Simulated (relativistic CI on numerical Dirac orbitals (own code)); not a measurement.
**Ga12+: sensitivity of the levels to the model**

Base calculation: Dirac-Coulomb-Breit CI, KLI orbitals optimised for each configuration, model QED (radiative potential, 1s self-energy scaled to tabulated hydrogen-like ionisation energies), unscaled Slater integrals.

CI space (outside the closed core [Ne]): 3s2.3p6.3d, 3s2.3p5.3d2, 3s.3p6.3d2, 3s2.3p6.4s, 3s2.3p6.4p, 3s2.3p6.4d, 3s2.3p6.4f, 3s2.3p5.3d.4s, 3s2.3p6.5s, 3s2.3p5.3d.4p, 3s2.3p6.5p, 3p6.3d3, 3p5.3d4. Double excitations out of closed p, d and f shells are left out; levels of such configurations are missing from the list, as are those of other unlisted configurations, and high levels can miss mixing partners. These lack a partner that the ground configuration has and come out too high: 3s2.3p5.3d.4s, 3s2.3p5.3d.4p.

The lowest level and the first level of each name with at least 55 % of one term (blank where a level has no safe partner in the second run):

```csv
Level,Base (cm⁻¹),Shift (cm⁻¹)
3s2.3p6.3d 2D_3/2,0,0
3s2.3p6.3d 2D_5/2,6208,+468
3s2.3p5.3d2 4D°_1/2,546874,+1048
3s2.3p5.3d2 4D°_3/2,549353,+1151
3s2.3p5.3d2 4D°_5/2,553513,+1374
3s2.3p5.3d2 4D°_7/2,559611,+1823
3s2.3p5.3d2 4G°_11/2,579839,+1974
3s2.3p5.3d2 4G°_9/2,581447,+1572
3s2.3p5.3d2 4G°_7/2,584862,+1336
3s2.3p5.3d2 4P°_3/2,595144,+1380
3s2.3p5.3d2 4F°_3/2,600232,+983
3s2.3p5.3d2 4P°_1/2,601456,+1435
3s2.3p5.3d2 2D°_5/2,606091,+1564
3s2.3p5.3d2 4F°_9/2,607267,+1954
```

At this charge energies of transitions that change n are usually good to better than 1 %, and those within a shell (Δn = 0) to a few per cent.

Q: One thing was changed in a second run, which moved the levels as shown. Which?
A. QED terms removed
B. non-relativistic limit
C. Breit term removed
D. configuration mixing switched off

A: C. Breit term removed. The Breit term mainly narrows fine-structure intervals, so removing it widens them.

LS names give the leading component of a level, which can be under half, so a name can repeat, a term be missing and a line seem to break the LS rules.
